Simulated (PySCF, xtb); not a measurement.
C₄H₁₁NSi, SMILES C1C(NC)([SiH3])C1.

GFN2-xTB (xtb) at its own geometry gives an orbital gap of 4.45 eV and a dipole moment of 0.73 D.

The structure is a stationary point at B3LYP-D3(BJ)/def2-SVP. The structure was generated by enumeration, and PubChem lists no compound with its InChIKey, so it may never have been made. Other conformers were not sampled.

Problem. What does B3LYP/def2-TZVP (PySCF) give? (Estimate from the structure and the level; the computed values follow.)

Solution. gap 6.55 eV (levels -6.07 and 0.49 eV), dipole 0.43 D.
